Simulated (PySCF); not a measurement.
## Assignment exercise: C$_{2}$H$_{10}$O$_{2}$Si$_{2}$

Structure with atom numbers: `[SiH3:1][CH2:2][O:3][CH2:4][O:5][SiH3:6]`. Each H is labelled by its parent atom.

Theoretical values (PySCF 2.14): GFN2-xTB geometry, shieldings: GIAO PBE0/pcSseg-1. Rapidly exchanging positions averaged, no solvent, one conformer, non-relativistic.

References, each an isolated molecule treated in the same way: ¹³C and ¹H vs TMS.

Problem. Assign these signals to the numbered atoms. ¹³C{¹H} NMR (computed): δ 96.5 (CH2), 56.0 (CH2).

Solution. 
```tsv
δ (ppm)	atoms	environment	reason
96.5	C4	sp3 carbon bearing two oxygens	2 electronegative neighbours deshield it
56.0	C2	sp3 CH2 bonded to O and Si	pulled downfield by the heteroatom
```

Problem. Assign these signals to the numbered atoms. ¹H NMR (300 MHz, computed): δ 4.98 (s, 2H), 4.90 (s, 3H), 3.96 (t, 3H), 3.60 (q, 2H).

Solution. 
| δ (ppm) | atoms | environment | reason |
| --- | --- | --- | --- |
| 4.98 | H(C4) | hydrogen on an sp3 carbon bearing two oxygens | its carbon carries O, which withdraws density |
| 4.90 | H(Si6) | hydrogen on a silicon bonded to O | – |
| 3.96 | H(Si1) | hydrogen on a silicon bonded to C | – |
| 3.60 | H(C2) | hydrogen on an sp3 CH2 bonded to O and Si | its carbon carries O, hence the downfield position |

H(C4) and H(Si6) lie closer than the usual error of such a calculation, so a measured spectrum could show them in the other order.

Shifts are as computed. Against solution values, carbons near 30 ppm lie about +3 ppm off and those near 130 ppm about +5 ppm. Of 1211 compounds with measured shifts, 218 miss one by over three times the rms of a fit or turn the order of signals round; such compounds aren't used in these exercises. Multiplicities follow the n + 1 count of equivalent neighbours, as no J values were calculated; m marks all less simple cases, F and P coupling included.
